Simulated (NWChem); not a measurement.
Molecule: C$_{4}$H$_{6}$Si; SMILES [SiH3]C#CC=C

Program: NWChem. The geometry was optimised at PBE0/def2-SVP.

**Question.** What does the run give for B3LYP/cc-pVDZ? Quantities: highest occupied level (eV); orbital gap (eV); dipole (D).

**Answer.** 
| Quantity | Value |
|---|---|
| highest occupied level (eV) | -6.81 |
| orbital gap (eV) | 5.48 |
| dipole (D) | 1.00 |
